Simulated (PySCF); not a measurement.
Compound: C4H8OSi.
Atom-mapped SMILES: `[CH2:1]=[C:2]1[CH2:3][C@@H:4]1[O:5][SiH3:6]` (hydrogens: H7, H8 on C1; H9, H10 on C3; H11 on C4; H12, H13, H14 on Si6)

Computed by this run: PBE0-D3(BJ)/def2-SVP geometry optimisation, gas phase in PySCF 2.14.0; density fitting, grid level 1; the optimiser is geomeTRIC in internal coordinates, started from a GFN2-xTB structure with every atom displaced at random (about 0.01 Å).

Step 0: E = -14183.7551 eV
```
atom  x, y, z in Å  |  force x, y, z in eV/Å
C1      2.2132    0.7709    0.0816   -0.547   1.372   0.204
C2      1.1223    0.1366    0.4520    0.542  -0.458  -0.218
C3      0.4144   -1.1467    0.5925    1.044  -0.073   1.438
C4     -0.2202    0.1635    0.9439   -2.387   0.581   0.075
O5     -1.2577    0.6540    0.1235    2.455   0.439   0.592
Si6    -2.7733    0.1426   -0.1113   -0.512  -0.194   0.100
H7      2.2445    1.8717    0.1139   -0.020  -0.216   0.044
H8      3.0920    0.2934   -0.2830    0.816  -0.707  -0.354
H9      0.7028   -1.8087    1.4272   -0.102   0.073  -0.212
H10     0.1195   -1.6525   -0.2924   -0.462  -0.550  -1.118
H11    -0.4384    0.3659    2.0087    0.320  -0.048  -0.122
H12    -3.5479    0.1773    1.1370   -0.400   0.061   0.413
H13    -2.8203   -1.2297   -0.6162   -0.079  -0.614  -0.307
H14    -3.2078    1.1205   -1.0893   -0.670   0.333  -0.536
```

Step 1: E = -14183.9791 eV
```
atom  x, y, z in Å  |  force x, y, z in eV/Å
C1      2.2088    0.7911    0.0988    0.244  -0.206   0.004
C2      1.1461    0.1054    0.4833   -0.261   0.016   0.099
C3      0.4243   -1.1661    0.5966   -0.130  -0.165  -0.455
C4     -0.2532    0.1604    0.9232    0.475   0.160   0.053
O5     -1.1657    0.7428    0.0645   -0.424  -0.083  -0.131
Si6    -2.7371    0.1801   -0.1129    0.045  -0.049   0.011
H7      2.2253    1.8799    0.1660   -0.031   0.104  -0.042
H8      3.1118    0.2941   -0.2832   -0.149   0.054   0.070
H9      0.6376   -1.8457    1.4242    0.034  -0.076   0.143
H10     0.1271   -1.6806   -0.3328    0.092   0.141   0.139
H11    -0.4389    0.3427    1.9910   -0.073   0.044   0.039
H12    -3.4820    0.2556    1.1841    0.046  -0.018  -0.003
H13    -2.7415   -1.2392   -0.5938    0.017   0.041   0.050
H14    -3.4193    1.0384   -1.1208    0.116   0.040   0.024
```

Step 2: E = -14183.9915 eV
```
atom  x, y, z in Å  |  force x, y, z in eV/Å
C1      2.2445    0.7778    0.1331    0.086  -0.011   0.012
C2      1.1538    0.1168    0.4820   -0.249   0.218  -0.222
C3      0.4110   -1.1427    0.5584   -0.006  -0.182   0.116
C4     -0.2527    0.1957    0.8817    0.042  -0.107   0.169
O5     -1.1947    0.7485    0.0303    0.031   0.024  -0.121
Si6    -2.7547    0.1550   -0.0939    0.054   0.022  -0.001
H7      2.2757    1.8705    0.1770   -0.008  -0.013  -0.002
H8      3.1438    0.2586   -0.2131   -0.011  -0.005   0.026
H9      0.5982   -1.8340    1.3892   -0.019  -0.008  -0.007
H10     0.1331   -1.6391   -0.3801    0.038   0.078  -0.011
H11    -0.4587    0.3763    1.9480    0.014  -0.008   0.013
H12    -3.4623    0.2457    1.2213    0.009  -0.018   0.008
H13    -2.7469   -1.2712   -0.5439   -0.001  -0.003   0.020
H14    -3.4469    1.0007   -1.1019    0.020   0.015   0.001
```

Step 3: E = -14183.9959 eV
```
atom  x, y, z in Å  |  force x, y, z in eV/Å
C1      2.2293    0.7826    0.1243    0.004   0.013   0.040
C2      1.1424    0.1184    0.4807   -0.055   0.097  -0.060
C3      0.4119   -1.1504    0.5644    0.035  -0.096   0.170
C4     -0.2561    0.1845    0.8958    0.036  -0.021  -0.012
O5     -1.1864    0.7437    0.0346    0.003   0.005  -0.023
Si6    -2.7462    0.1587   -0.0970    0.000   0.031  -0.001
H7      2.2536    1.8763    0.1564    0.004  -0.028   0.019
H8      3.1300    0.2640   -0.2148    0.020  -0.018  -0.025
H9      0.6040   -1.8443    1.3934   -0.002   0.023  -0.044
H10     0.1402   -1.6397   -0.3773   -0.016   0.025  -0.046
H11    -0.4608    0.3645    1.9631    0.005  -0.003  -0.023
H12    -3.4563    0.2519    1.2163   -0.009  -0.013   0.007
H13    -2.7448   -1.2677   -0.5436   -0.008  -0.015   0.003
H14    -3.4175    1.0161   -1.1083   -0.018  -0.001  -0.006
```

Problem. Estimate the geometry and energy of step 4. (The exact step hangs on the optimiser's Hessian estimate; all steps are aligned on step 3, rigid shifts and turns removed.)

Solution. E = -14183.9971 eV, largest force 0.086 eV/Å
```
atom  x, y, z in Å  |  force x, y, z in eV/Å
C1      2.2317    0.7829    0.1279    0.013  -0.019   0.042
C2      1.1421    0.1210    0.4801   -0.026   0.050  -0.065
C3      0.4137   -1.1504    0.5643    0.032  -0.029   0.056
C4     -0.2567    0.1847    0.8906   -0.001  -0.016   0.005
O5     -1.1867    0.7408    0.0257    0.017  -0.010  -0.011
Si6    -2.7487    0.1592   -0.0969   -0.010   0.009   0.009
H7      2.2608    1.8755    0.1683    0.001   0.000  -0.003
H8      3.1307    0.2617   -0.2136    0.007  -0.005  -0.002
H9      0.6074   -1.8460    1.3899   -0.001   0.010  -0.005
H10     0.1454   -1.6358   -0.3810   -0.017   0.018  -0.023
H11    -0.4644    0.3669    1.9563   -0.003   0.001  -0.002
H12    -3.4531    0.2572    1.2197   -0.003  -0.003   0.001
H13    -2.7533   -1.2707   -0.5339   -0.003  -0.003  -0.003
H14    -3.4256    1.0117   -1.1094   -0.006  -0.003   0.001
```

The energy changes by -0.0012 eV. The first-order estimate −F·Δx gives -0.0017 eV and the mean of the old and new forces, exact on a quadratic surface, -0.0012 eV. The step makes an angle of 77° with the force vector and moves no atom by more than 0.014 Å.

The cost below is that of the whole optimisation. The run took 81 s on one thread, Arm Neoverse V1 (aarch64), shared host with 32 logical CPUs at a one-minute load of 28, and the process peaked at 0.49 GiB of memory.
